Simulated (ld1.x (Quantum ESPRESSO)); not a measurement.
## Building the PAW potential for In (PBEsol, non-relativistic).

```json
{
  "Element": "In",
  "Generator": "ld1.x (Quantum ESPRESSO) 7.5",
  "Type": "PAW",
  "Functional": "PBEsol",
  "Relativity": "non-relativistic",
  "Frozen core": "[Kr]",
  "Valence charge": "13",
  "Reference configuration": "4d10 5s1.75 5p1.25",
  "Partial waves": "5s (bound): rcut 1.65, rcutus 2.30 bohr; 5s channel at 1.75 Ry: rcut 1.65, rcutus 2.30 bohr; 5p (bound): rcut 2.75, rcutus 2.95 bohr; 5p channel at 2 Ry: rcut 2.75, rcutus 2.95 bohr; 4d (bound): rcut 1.50, rcutus 1.65 bohr; 4d channel at 0.95 Ry: rcut 1.50, rcutus 1.65 bohr",
  "Local potential": "all-electron potential smoothed inside 1.55 bohr (lloc = -1)",
  "Core correction": "Bessel-smoothed model core inside 1.05 bohr",
  "Augmentation charge": "BESSEL, radius 1.55 bohr"
}
```

Calculated quality:

| Item | Value |
| --- | --- |
| Cutoffs needed | 40 Ry and 80 Ry (the cutoffs (Ry, on a coarse ladder) from which the occupation-weighted sum of valence levels, in a spherical-Bessel basis at the reference potential, stays within 10 and 1 mRy of its value at 400 Ry) |
| Ghost test | ghost state, extra bound levels that the all-electron valence spectrum of the same l lacks: s at -71.3 eV; a true bound ghost makes a file unfit for plane-wave use (spherical-Bessel basis up to 400 Ry, 20 bohr box) |
| Largest excitation error | -89 meV (all-electron minus pseudo) for 4d9 5s2 5p1, out of 7 test configurations |
| Lowest eigenvalue of the overlap operator | 0.27 (d channel) |

Generation and tests took about 1.4 s on one core of a shared server CPU.
